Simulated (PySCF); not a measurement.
**Spin–spin couplings to the heavy atom in `N[CH2][PbH3]`, CH7NPb**

Geometry:
```csv
atom,x (Å),y (Å),z (Å)
N1,-1.668,-0.559,0.250
C2,-0.797,0.549,0.022
Pb3,1.433,0.130,0.364
H4,-1.648,-0.881,1.214
H5,-1.457,-1.353,-0.348
H6,-0.879,0.904,-1.015
H7,-1.052,1.387,0.685
H8,2.596,1.248,-0.373
H9,1.739,-1.496,-0.291
H10,1.787,0.045,2.103
```

Level of theory for the indirect couplings: PBE0/pcJ-1 (dyall-v2z on Pb), no solvent, finite nuclei, PBE0-D3(BJ)/def2-SVP geometry (PySCF 2.14.0).

Non-relativistic values:
```csv
coupling,atoms,J (Hz)
"1J(207Pb,13C)",Pb3 – C2,268.5
"1J(207Pb,1H)",Pb3 – H8/H9/H10,1140.7
"2J(207Pb,15N)",Pb3 – N1,-4.4
"2J(207Pb,1H)",Pb3 – H6/H7,-9.3
"3J(207Pb,1H)",Pb3 – H4/H5,9.9
```

Problem. What do two-component X2C with spin–orbit coupling give?

Solution. 
```tsv
coupling	atoms	with spin–orbit (Hz)
1J(207Pb,13C)	Pb3 – C2	357.5
1J(207Pb,1H)	Pb3 – H8/H9/H10	1663.9
2J(207Pb,15N)	Pb3 – N1	-71.4
2J(207Pb,1H)	Pb3 – H6/H7	107.2
3J(207Pb,1H)	Pb3 – H4/H5	28.0
```

The largest listed coupling, 1J(207Pb,1H), ends at 1.46 times its non-relativistic value. Equivalent partners are averaged, as under fast rotation. In the static structure 3J(207Pb,1H) spreads over 14.5, 41.4 Hz.
